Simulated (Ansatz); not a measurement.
Ansatz results at the PBE0-D4/def2-TZVP geometry: HOMO energy (B3LYP/def2-TZVPP) -8.07 eV; size of the dipole moment (ωB97M-V/def2-TZVPP) 2.87 D; HOMO–LUMO gap (PBE/def2-TZVPP) 6.08 eV.

Problem. Which molecule gave them?
A. `OC(O)(F)CF`
B. `FC1NBO1`
C. `C=NB(O)F`
D. `[OH][Al]1[O][SiH2]1`

Solution. B. The others give `C=NB(O)F`: -7.44, 3.35, 3.94; `[OH][Al]1[O][SiH2]1`: -6.21, 2.79, 2.90; `OC(O)(F)CF`: -9.11, 1.01, 7.76.

B3LYP here is the variant with VWN-RPA as its local correlation; programs differ in this.
